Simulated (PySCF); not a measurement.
Nuclear quadrupole coupling in 1,4-benzodioxane

Species: 1,4-benzodioxane, C8H8O2.
Atom-mapped SMILES: `[cH:1]1[cH:2][cH:3][c:4]2[c:5]([cH:6]1)[O:7][CH2:8][CH2:9][O:10]2` (hydrogens: H11 on C1; H12 on C2; H13 on C3; H14 on C6; H15, H16 on C8; H17, H18 on C9)

Cartesian coordinates in Å at the PBE0-D3(BJ)/def2-SVP level; atoms count from 1:
```xyz
18
C8H8O2 angstrom
C      2.7646   -0.5807   -0.1604
C      2.7243    0.7557    0.2402
C      1.4990    1.3869    0.4319
C      0.3078    0.6901    0.2335
C      0.3494   -0.6628   -0.1489
C      1.5804   -1.2864   -0.3498
O     -0.7872   -1.3862   -0.3288
C     -1.9390   -0.7920    0.2213
C     -1.9855    0.6779   -0.1296
O     -0.8704    1.3428    0.4155
H      3.7227   -1.0800   -0.3192
H      3.6503    1.3130    0.3971
H      1.4327    2.4348    0.7313
H      1.5778   -2.3365   -0.6491
H     -1.9397   -0.9104    1.3211
H     -2.8070   -1.3268   -0.1891
H     -1.9982    0.7956   -1.2294
H     -2.8834    1.1578    0.2845
```

Field gradients from the PBE0/pcSseg-1 density (PySCF, non-relativistic), principal values in atomic units, ordered |Vxx| ≤ |Vyy| ≤ |Vzz|:

```
atom      Vxx      Vyy     Vzz
  O7  -0.1589  -1.7327  1.8916
 O10  -0.1588  -1.7329  1.8917
```

Q: Find the asymmetry η = (Vxx − Vyy)/Vzz and the couplings χ = eQV/h (234.96 MHz × Q in barn × V in au), with Q(17O) = −0.0256 b.

A: 
```tsv
atom	environment	nucleus	η	χzz (MHz)	χxx (MHz)	χyy (MHz)
O7	aryl ether oxygen	17O	0.83	-11.38	0.96	10.42
O10	aryl ether oxygen	17O	0.83	-11.38	0.96	10.42
```

The tensor is traceless: Vxx + Vyy + Vzz = 0.

Q: What is Vzz at O10 in SI units (1 au = 9.71736 × 10²¹ V/m²)?

A: 1.8917 au = 18.383 × 10²¹ V/m².

Q: And the gradient at the other heavy atoms, for which no coupling is worked out here?

A: 
```
atom                     environment  Vzz (au)     η
  C1              aromatic CH carbon     0.270  0.18
  C2              aromatic CH carbon     0.269  0.18
  C3              aromatic CH carbon     0.240  0.35
  C4  aromatic carbon bearing oxygen    -0.315  0.45
  C5  aromatic carbon bearing oxygen    -0.315  0.45
  C6              aromatic CH carbon     0.239  0.35
  C8      sp3 carbon bound to oxygen     0.388  0.15
  C9      sp3 carbon bound to oxygen     0.388  0.15
```

Were the hydrogens deuterons (Q(2H) = 0.00286 b), χzz would run from 181 kHz (H15 and H17) to 206 kHz (H11, H12, H13 and H14).

Geometry: PBE0-D3(BJ)/def2-SVP, one conformer, isolated molecule. A larger basis could move these couplings by a tenth or more.

The run behind these numbers computed NMR shieldings as well. Time: 31 s. Hardware: one thread of an Arm Neoverse V2, on a shared host.
